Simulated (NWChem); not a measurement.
System meant: SiH$_{3}$SO$_{2}$Cl; SMILES O[Si](O)(S)Cl

Here is an NWChem input.

```
start job
memory heap 200 mb stack 900 mb global 1100 mb
geometry units angstroms noautoz
  O     -1.443095    -0.079596    -1.361922
  Si    -0.448792    -0.097089    -0.036733
  O     -1.400878    -0.013272     1.323533
  S      0.694784    -1.899777    -0.026355
  Cl     0.838073     1.547432    -0.104495
  H     -1.980526     0.727952    -1.456489
  H     -0.919943     0.079408     2.164948
  H      1.625206    -1.396804    -0.885148
end
basis spherical
  * library def2-svp
end
dft
  odft
  mult 2
  xc b3lyp
  iterations 150
  mulliken
end
task dft energy
```

End of the output:

```
                                 NWChem DFT Module
                                 -----------------

 Summary of "ao basis" -> "ao basis" (spherical)
 ------------------------------------------------------------------------------
       Tag                 Description            Shells   Functions and Types
 ---------------- ------------------------------  ------  ---------------------
 O                          def2-svp                 6       14   3s2p1d
 Si                         def2-svp                 8       18   4s3p1d
 S                          def2-svp                 8       18   4s3p1d
 Cl                         def2-svp                 8       18   4s3p1d
 H                          def2-svp                 3        5   2s1p

 Summary of "ao basis" -> "ao basis" (spherical)
 ------------------------------------------------------------------------------
       Tag                 Description            Shells   Functions and Types
 ---------------- ------------------------------  ------  ---------------------
 O                          def2-svp                 6       14   3s2p1d
 Si                         def2-svp                 8       18   4s3p1d
 S                          def2-svp                 8       18   4s3p1d
 Cl                         def2-svp                 8       18   4s3p1d
 H                          def2-svp                 3        5   2s1p

  number of electrons :                   66
  multiplicity        :                    2
 ------------------------------------------------------------------------
  no. of electrons and multiplicity not compatible                  66
 ------------------------------------------------------------------------
 ------------------------------------------------------------------------
  current input line :
    23: task dft energy
 ------------------------------------------------------------------------
 ------------------------------------------------------------------------
 There is an error in the input file
 ------------------------------------------------------------------------
 For more information see the NWChem manual at https://nwchemgit.github.io

0: no. of electrons and multiplicity not compatible:Received an Error in Communication
```

Q: Can this run be used? If not, why, and what is the fix?

A: The program refused the input. Cause: the multiplicity doesn't fit the number of electrons (an even count wants an odd multiplicity, and the reverse). This input runs:
```
start job
memory heap 200 mb stack 900 mb global 1100 mb
geometry units angstroms noautoz
  O     -1.443095    -0.079596    -1.361922
  Si    -0.448792    -0.097089    -0.036733
  O     -1.400878    -0.013272     1.323533
  S      0.694784    -1.899777    -0.026355
  Cl     0.838073     1.547432    -0.104495
  H     -1.980526     0.727952    -1.456489
  H     -0.919943     0.079408     2.164948
  H      1.625206    -1.396804    -0.885148
end
basis spherical
  * library def2-svp
end
dft
  xc b3lyp
  iterations 150
  mulliken
end
task dft energy
```
It converges to -1299.87927 Ha (B3LYP/def2-SVP).
